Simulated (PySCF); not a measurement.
Polarisability and C₆ of Si³⁺ (silicon, charge +3)

[Ne] 3s1, 2S determinant. Computed with PySCF 2.14 in aug-cc-pV(5+d)Z, with the non-relativistic Hamiltonian (point nucleus). Coupled (time-dependent) response in atomic units; α is the mean over directions.

| method | mean α (bohr³) | C₆ (like pair) | S(−4) |
| --- | --- | --- | --- |
| UHF | 7.942 | 15.77 | 77.60 |
| PBE | 7.086 | 13.29 | 62.73 |
| PBE0 | 7.343 | 14.00 | 67.19 |

S(−4) is the Cauchy moment in α(ω) = α(0) + S(−4) ω² + …

α(iu) at PBE:

| u (hartree) | α(iu) (bohr³) |
| --- | --- |
| 0 | 7.086 |
| 0.0500 | 6.933 |
| 0.100 | 6.512 |
| 0.200 | 5.250 |
| 0.300 | 3.992 |
| 0.500 | 2.317 |
| 0.750 | 1.340 |
| 1.00 | 0.8903 |
| 1.50 | 0.5120 |
| 2.00 | 0.3589 |
| 3.00 | 0.2289 |
| 5.00 | 0.1326 |

A single London oscillator, α(iu) = α/(1 + u²/ω²), gives C₆ = (3/4) ω α². Matching the computed C₆ needs ω = 4 × 13.29 / (3 × 7.086²) = 0.353 hartree.

For an ion, C₆ is the dispersion term alone; charge-induced terms of lower order in 1/R come first.
